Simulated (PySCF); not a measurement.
VOF3, SMILES [O]=[V]([F])([F])[F], multiplicity 1.

Geometry: ωB97X-D3(BJ)/def2-SVP. The spin state was assumed, not searched. The isomer is the one that the SMILES or the coordinates give; other isomers of the formula were not compared.

Method: PBE/def2-TZVP run with PySCF.

Symmetry labels are those of the subgroup Cs that the program uses (full group C3v).

### Question
List the valence orbital energies around the gap with their symmetry. (An estimate is asked for; the answer gives what the named calculation found.)

### Answer

```csv
orbital,symmetry,energy (eV)
HOMO−7,A',-12.10
HOMO−6,A',-11.47
HOMO−5,A',-11.08
HOMO−4,A",-11.08
HOMO−3,A",-10.67
HOMO−2,A',-10.05
HOMO−1,A",-9.61
HOMO,A',-9.61
LUMO,A",-4.76
LUMO+1,A',-4.76
LUMO+2,A",-3.25
LUMO+3,A',-3.25
```
